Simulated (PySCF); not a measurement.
Vertical excitations of a molecule C3H7NSi from PySCF with TDA-PBE/def2-SVPD, as energy in eV (oscillator strength): 3.78 (0.000), 4.83 (0.000), 5.20 (0.002), 5.43 (0.000), 5.67 (0.152), 5.69 (0.000), 5.91 (0.000), 6.15 (0.103), 6.44 (0.000), 6.54 (0.000). Lowest triplet (TDA): 3.47 eV. Coordinates come from a B3LYP-D3(BJ)/def2-SVP optimisation. Other conformers were not sampled.

Pick the molecule that these values belong to.
(A) CN1C=C[SiH2]1
(B) NC=C=C[SiH3]
(C) C=C=CN[SiH3]
(D) C#CC[SiH2]N

C, C=C=CN[SiH3]
